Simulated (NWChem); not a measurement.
System: C4H5O2, doublet; SMILES CC(=O)C=[C]O

```xyz
11

C      1.4149     0.6741     0.0006
C     -0.0581     1.0032     0.0002
O     -0.4576     2.1466    -0.0009
C     -1.0354    -0.1187     0.0010
C     -0.7603    -1.4217     0.0000
O      0.3573    -2.1103    -0.0004
H      1.6800     0.0690     0.8809
H      1.9862     1.6102     0.0045
H      1.6812     0.0760    -0.8842
H     -2.0837     0.1909     0.0016
H      0.1723    -3.0580    -0.0034
```
Atoms are numbered in this order, from 1.

Results from NWChem. Pople sets run with spherical d functions. Spin-unrestricted. Structure relaxed at the PBE0/def2-SVP, spin-unrestricted level. No frequency run checked for a minimum. No stability test was run on the SCF state. Level B3LYP/6-31G*: energy and gradient; each run changes one setting, and changes count from the defaults (medium grid, exact Coulomb integrals, symmetry on).

```tsv
setting	size of the energy change (μHa)	largest change of a gradient component (μHa/bohr)	time, defaults = 1 (rough)
defaults	< 10	< 30	about 1
symmetry off	< 10	other frame	about 1
Becke weights	< 10	100	about 1
extra-fine grid	< 10	30	2
```
